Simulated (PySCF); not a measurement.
Vertical excitations of a molecule C₂H₄Cl₂OSi from PySCF with TDA-PBE/def2-SVPD, as energy in eV (oscillator strength): 5.58 (0.004), 5.92 (0.051), 5.96 (0.008), 6.28 (0.003), 6.45 (0.000), 6.63 (0.017), 6.82 (0.000), 6.86 (0.003), 7.03 (0.000), 7.07 (0.083). Lowest triplet (TDA): 4.23 eV. Coordinates come from a TPSSh-D3(BJ)/def2-SVP optimisation. One conformer was computed; it need not be the lowest.

**Question.** Which structure fits?
A) Cl[Si]1(Cl)CCO1
B) C=C[Si](O)(Cl)Cl
C) O[SiH2]C=C(Cl)Cl
D) O=CC[SiH](Cl)Cl

**Answer.** B, C=C[Si](O)(Cl)Cl
